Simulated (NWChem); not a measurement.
System: CHAlClNO; SMILES [N]([AlH][Cl])=C=O

```xyz
6

Al    -0.8445    -0.6445     0.0000
Cl     0.5937    -2.1652     0.0000
H     -2.3734    -0.9817     0.0000
N     -0.2753     1.0293     0.0000
C      0.1426     2.1569     0.0000
O      0.5412     3.2528     0.0000
```
Atoms are numbered in this order, from 1.

All runs: NWChem. Medium grid unless said otherwise, to which SCAN and Minnesota functionals are sensitive. The geometry was optimised at PBE0/def2-SVP. Hybrids' shares of exact exchange are those that their runs print; pure functionals count as 0. The functionals differ in more than this share.

```
row               share of exact exchange  orbital gap (eV)
----------------  -----------------------  ----------------
PBE/def2-SVP                         0.00              5.11
N12/def2-SVP                         0.00              5.20
B3LYP/def2-SVP                       0.20              6.80
r2SCAN0/def2-SVP                     0.25              7.76
MPW1K/def2-SVP                       0.43          withheld
```

Problem. Fit a straight line of the last column on the one before it, predict the withheld value, and compare with the run.

Solution. 
1. Means of the 4 shown rows: x = 0.113, y = 6.217. Slope Σ(x − x̄)(y − ȳ)/Σ(x − x̄)² = 0.5021/0.05188 = 9.680; intercept 5.128.
2. The shown rows scatter about the line by 0.173 (root mean square); the largest residual is -0.26, at B3LYP/def2-SVP.
3. At x = 0.43 (MPW1K/def2-SVP; beyond the shown range) the line gives 9.29.
4. The run gives 8.91, -0.38 from the line, 2.2 times the scatter.
